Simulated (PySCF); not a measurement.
C2H4F2Sn, SMILES C=[CH][SnH]([F])[F]. Geometry optimised at PBE0-D3(BJ)/def2-SVP. The structure was generated by enumeration; whether it is a known compound was not checked. The def2 effective core potentials stand for the cores of Sn; spin–orbit coupling is left out. The values are those of a single conformer.

Computed equilibrium geometry at PBE0-D3(BJ)/def2-SVP (PySCF confirms it by a frequency run) as Cartesian coordinates in Å, and its point group (one conformer of several):
point group Cs.
```xyz
9

Sn     0.2401     0.2176     0.0000
F      1.2577    -0.4539     1.5008
F      1.2577    -0.4539    -1.5008
C     -1.6744    -0.6753     0.0000
C     -2.7825     0.0692     0.0000
H      0.3744     1.9172     0.0000
H     -1.7349    -1.7689     0.0000
H     -2.7611     1.1651     0.0000
H     -3.7791    -0.3876     0.0000
```
